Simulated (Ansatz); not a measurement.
[SiI3]- (SiI₃⁻). Total charge -1; singlet. Geometry r2SCAN-D4/def2-SVPD; atoms count from 1.

```xyz
4

Si    0.179    0.733    0.546
I    -2.056    0.763   -0.876
I    -0.045   -1.645    1.691
I     1.921    0.149   -1.361
```

In the def2 sets I takes a core potential; there is no spin–orbit coupling.

Q: Estimate the Mulliken populations from the PBE0/def2-TZVPD orbitals of Ansatz.

A: 
```
atom  charge (e)
 Si1       -0.13
  I2       -0.29
  I3       -0.29
  I4       -0.29
```
Mulliken values depend strongly on the basis. With diffuse functions, as here, like atoms can get unlike values, and bond orders can come out too low or too high.

Q: And the Mayer bond orders between heavy atoms (over 0.3)?

A: Si1–I2 0.89 (2.65 Å); Si1–I3 0.89 (2.65 Å); Si1–I4 0.89 (2.65 Å).
